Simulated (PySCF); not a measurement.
BBr2, SMILES Br[B]Br (connectivity only; charge and spin as stated), charge +1, multiplicity 1. Atoms are numbered in the order given.

```xyz
3

Br     0.0000     0.0000     1.7665
B      0.0000     0.0000     0.0000
Br     0.0000     0.0000    -1.7665
```
Charge +1, spin multiplicity 1.

Coordinates come from a B3LYP-D3(BJ)/def2-TZVP optimisation. The multiplicity is an assumed one; other spin states were not compared. The isomer is the one that the SMILES or the coordinates give; other isomers of the formula were not compared.

Two levels are set side by side: PBE/pcSseg-2 (PySCF) and B3LYP/pcSseg-2 (PySCF). GIAO shifts against BF3 (¹¹B) at the same level; non-relativistic, no solvent, atoms listed together averaged. Without spin–orbit terms, shifts of atoms bonded to Cl or Br come out too high at both levels. Differences are taken from unrounded values.

```tsv
quantity	B3LYP
δ(¹¹B) of B2 (ppm)	52.7
```

### Question
What does PBE give, and how far is it from B3LYP? (The exact figures need the calculation; the answer reports its results.)

### Answer

```
quantity             PBE  PBE minus B3LYP
------------------  ----  ---------------
δ(¹¹B) of B2 (ppm)  44.9             -7.8
```

Rough cost on one machine, each run with all the roots and properties that it gave: B3LYP against PBE within a factor of 2.
